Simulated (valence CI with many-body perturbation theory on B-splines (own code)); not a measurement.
E1 line list for Sb

Level of theory: valence CI with perturbative core correlation (CI+MBPT): five valence electrons over a frozen Dirac-Fock core [Kr] 4d10, radial functions for each j: 10 s, 10 p, 9 d, 7 f, 4 g, 2 h, with the one-electron correlation potential Σ1, the two-electron term Σ2, the three-electron term Σ3, Breit, model QED; selected CI, second order for the rest, scaled by the run's own slope (own B-spline code, finite nucleus).

Against 19 measured levels this calculation errs by 64 cm⁻¹ on average and by 178 at most. These come from a selection out of the NIST Handbook of Basic Atomic Spectroscopic Data. Levels without a partner in it may be off by more. Among the levels kept, up to 870 cm⁻¹ of a level comes from second order outside the variational space, and about a tenth of that is noise between levels of different J, which matters for small intervals.

Lines 51 to 100 of 235 in falling wavelength, among levels below 62754 cm⁻¹, chosen from the strongest by gf and those to the six lowest levels. Wavelengths and rates use the calculated energies, so an error of 60 cm⁻¹ moves a line at 19830 Å by 1.2 % and its rate by three times that or more. Electric multipoles are in the length gauge, E1 and E2 with the static RPA response of the core. Weak lines are less certain than strong ones. Lines between different terms over intervals too small for the method are left out, as are lines whose strength nearly cancels. The highest levels of a list are the least certain.

Names give the largest LS component (configuration and term), which can be under half, so a name can repeat, a term be missing and a line seem to break the LS rules; names also repeat where a configuration has a term twice. Letters in brackets count levels of one name in rising energy.

| λ vac (Å) | Upper | Lower | A (s⁻¹) | log gf | Branch % |
| --- | --- | --- | --- | --- | --- |
| 19830 | 5s 5p4 4P_5/2 | 5s2 5p2 6p 2D°_5/2 [a] | 5.82e+05 | -0.69 | 0.2 |
| 19650 | 5s2 5p2 6p 2P°_3/2 | 5s2 5p2 5d 4F_3/2 | 4.26e+05 | -1.01 | 2.3 |
| 19330 | 4f 5s2 5p2 2G°_7/2 | 5s2 5p2 5d 2F_5/2 | 1.64e+06 | -0.13 | 9.4 |
| 19060 | 5s2 5p2 5d 2D_5/2 [a] | 5s2 5p2 6p 4D°_3/2 [b] | 8.45e+05 | -0.56 | 0.7 |
| 18950 | 5s2 5p2 7s 2P_1/2 | 5s2 5p2 6p 4P°_1/2 | 1.81e+06 | -0.71 | 1.5 |
| 18840 | 5s2 5p2 5d 2D_3/2 [a] | 5s2 5p2 6p 4D°_5/2 | 2.20e+05 | -1.33 | 0.2 |
| 18480 | 5s2 5p2 7s 2P_1/2 | 5s2 5p2 6p 2D°_3/2 | 5.78e+06 | -0.23 | 4.9 |
| 18320 | 5s2 5p2 7s 4P_1/2 [b] | 5s2 5p2 6p 4D°_3/2 [a] | 5.34e+06 | -0.27 | 22.6 |
| 18180 | 5s2 5p2 6p 2D°_5/2 [b] | 5s2 5p2 5d 4P_5/2 | 1.53e+05 | -1.34 | 0.6 |
| 17700 | 5s2 5p2 7s 4P_3/2 | 5s2 5p2 6p 4D°_5/2 | 6.68e+06 | 0.10 | 14.3 |
| 17400 | 4f 5s2 5p2 4G°_5/2 | 5s2 5p2 5d 2P_3/2 | 2.56e+05 | -1.16 | 1.4 |
| 17390 | 5s2 5p2 5d 2D_5/2 [b] | 5s2 5p2 6p 2D°_3/2 | 1.19e+06 | -0.49 | 0.5 |
| 17380 | 5s2 5p2 7s 4P_3/2 | 5s2 5p2 6p 4D°_3/2 [b] | 3.97e+06 | -0.14 | 8.5 |
| 17360 | 5s2 5p2 7p 4D°_3/2 | 5s2 5p2 5d 4F_5/2 | 2.99e+05 | -1.27 | 4.8 |
| 17160 | 5s2 5p2 7s 4P_1/2 [a] | 5s2 5p2 6p 4D°_1/2 | 1.60e+06 | -0.85 | 1.3 |
| 17130 | 5s2 5p2 5d 2D_3/2 [b] | 5s2 5p2 6p 4P°_1/2 | 4.93e+05 | -1.06 | 0.3 |
| 16740 | 5s2 5p2 5d 2D_3/2 [b] | 5s2 5p2 6p 2D°_3/2 | 6.74e+05 | -0.95 | 0.4 |
| 16310 | 5s2 5p2 7s 2P_1/2 | 5s2 5p2 6p 4D°_3/2 [b] | 2.15e+06 | -0.76 | 1.8 |
| 16120 | 5s2 5p2 5d 4D_5/2 | 5s2 5p2 6p 4D°_3/2 [a] | 9.33e+05 | -0.66 | 1.1 |
| 15710 | 5s2 5p2 6p 2D°_3/2 | 5s2 5p2 6s 2P_3/2 | 4.25e+05 | -1.20 | 1.9 |
| 15650 | 5s2 5p2 7s 4P_1/2 [b] | 5s2 5p2 6p 4D°_1/2 | 3.17e+06 | -0.63 | 13.5 |
| 15390 | 5s2 5p2 6p 4P°_1/2 | 5s2 5p2 6s 2P_3/2 | 6.49e+05 | -1.34 | 2.9 |
| 15150 | 5s 5p4 4P_5/2 | 5s2 5p2 6p 2D°_3/2 | 2.36e+06 | -0.31 | 0.9 |
| 15020 | 4f 5s2 5p2 2G°_7/2 | 5s2 5p2 6s 2D_5/2 | 4.31e+05 | -0.93 | 2.5 |
| 14920 | 5s2 5p2 7s 4P_3/2 | 5s2 5p2 6p 2S°_1/2 | 1.39e+06 | -0.73 | 3.0 |
| 14250 | 5s2 5p2 5d 4D_3/2 | 5s2 5p2 6p 4D°_1/2 | 2.93e+05 | -1.45 | 0.9 |
| 14120 | 5s2 5p2 7s 2P_1/2 | 5s2 5p2 6p 2S°_1/2 | 3.70e+06 | -0.66 | 3.2 |
| 14110 | 5s2 5p2 6p 2S°_1/2 | 5s2 5p2 6s 2P_1/2 | 5.68e+06 | -0.47 | 39.0 |
| 13860 | 5s 5p4 4P_5/2 | 5s2 5p2 6p 4D°_5/2 | 1.55e+06 | -0.57 | 0.6 |
| 13660 | 5s 5p4 4P_5/2 | 5s2 5p2 6p 4D°_3/2 [b] | 1.26e+06 | -0.68 | 0.5 |
| 13600 | 4f 5s2 5p2 2G°_7/2 | 5s2 5p2 5d 4F_5/2 | 2.96e+06 | -0.18 | 17.0 |
| 12860 | 5s2 5p2 5d 2D_5/2 [a] | 5s2 5p2 6p 4D°_3/2 [a] | 3.97e+06 | -0.23 | 3.1 |
| 12620 | 5s2 5p2 6p 2D°_5/2 [a] | 5s2 5p2 6s 2P_3/2 | 4.51e+06 | -0.19 | 24.1 |
| 12590 | 5s2 5p2 5d 2D_3/2 [a] | 5s2 5p2 6p 4D°_3/2 [a] | 1.86e+06 | -0.75 | 1.8 |
| 12440 | 5s2 5p2 6p 4D°_3/2 [b] | 5s2 5p2 6s 2P_1/2 | 3.35e+06 | -0.51 | 16.4 |
| 12300 | 5s2 5p2 6p 2S°_1/2 | 5s2 5p2 6s 4P_3/2 | 6.92e+06 | -0.50 | 47.5 |
| 12030 | 5s2 5p2 6p 4D°_1/2 | 5s2 5p2 6s 4P_1/2 | 1.63e+07 | -0.15 | 98.7 |
| 11420 | 5s2 5p2 6p 2D°_3/2 | 5s2 5p2 6s 2P_1/2 | 1.45e+07 | 0.05 | 65.2 |
| 11270 | 5s2 5p2 5d 2D_3/2 [a] | 5s2 5p2 6p 4D°_1/2 | 6.58e+06 | -0.30 | 6.5 |
| 11250 | 5s2 5p2 6p 4P°_1/2 | 5s2 5p2 6s 2P_1/2 | 7.00e+06 | -0.58 | 31.2 |
| 11180 | 4f 5s2 5p2 4G°_5/2 | 5s2 5p2 5d 4F_3/2 | 1.46e+07 | 0.22 | 82.5 |
| 11150 | 5s2 5p2 6p 2D°_5/2 [a] | 5s2 5p2 6s 4P_5/2 | 1.40e+07 | 0.19 | 74.8 |
| 11110 | 5s2 5p2 5d 2D_5/2 [b] | 5s2 5p2 6p 4D°_3/2 [a] | 4.18e+06 | -0.33 | 1.8 |
| 11010 | 5s2 5p2 6p 4D°_3/2 [b] | 5s2 5p2 6s 4P_3/2 | 1.64e+07 | 0.08 | 80.4 |
| 11000 | 5s2 5p2 6p 2P°_3/2 | 5s2 5p2 6s 2P_3/2 | 1.63e+07 | 0.07 | 87.4 |
| 10990 | 4f 5s2 5p2 4G°_5/2 | 5s2 5p2 5d 4P_5/2 | 7.33e+05 | -1.10 | 4.1 |
| 10980 | 4f 5s2 5p2 2G°_7/2 | 5s2 5p2 5d 4P_5/2 | 1.12e+07 | 0.21 | 64.0 |
| 10980 | 5s2 5p2 6p 4D°_7/2 | 5s2 5p2 6s 4P_5/2 | 2.18e+07 | 0.50 | 100.0 |
| 10910 | 5s2 5p2 6p 2P°_1/2 | 5s2 5p2 6s 2P_3/2 | 1.26e+07 | -0.35 | 71.0 |
| 10890 | 5s2 5p2 6p 4D°_5/2 | 5s2 5p2 6s 4P_3/2 | 2.18e+07 | 0.37 | 99.4 |

(1) How does gf follow from A for the line at 15390 Å?

## Answers

(1) gf = 1.4992 × (2J+1)_upper × A / σ², with σ = 6498 cm⁻¹ and 2J+1 = 2: gf = 0.0461.
